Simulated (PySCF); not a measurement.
# Working out the ionisation energy of Si⁺

Si⁺ [Ne] 3s2 3p1 (2P) → Si²⁺ [Ne] 3s2 (1S). Computed with PySCF 2.14 in dyall-acv3z, with scalar relativity by spin-free X2C-1e. Frozen: 1s2; the 18 highest virtual orbitals dropped. Energies in hartree (1 hartree = 27.21139 eV):

```csv
part,Si⁺ (lower),Si²⁺ (upper)
UHF,-289.183049,-288.601135
CCSD correlation,-0.356022,-0.341025
(T),-0.004593,-0.003682
```

Q: What does Hartree-Fock give?

A: (-288.601135) − (-289.183049) = 0.581914 hartree = 15.835 eV.

Q: What do CCSD and CCSD(T) give?

A: The CCSD correlation energies differ by 0.014997 hartree = 0.408 eV and the triples by 0.000911 hartree = 0.025 eV, so CCSD gives 16.243 eV and CCSD(T) 16.268 eV.

Measured between the centres of the two terms (NIST): 16.322 eV, so CCSD(T) (valence and next inner shell) is off by -0.054 eV.

What remains against the reference includes basis incompleteness, the frozen core and higher excitations.
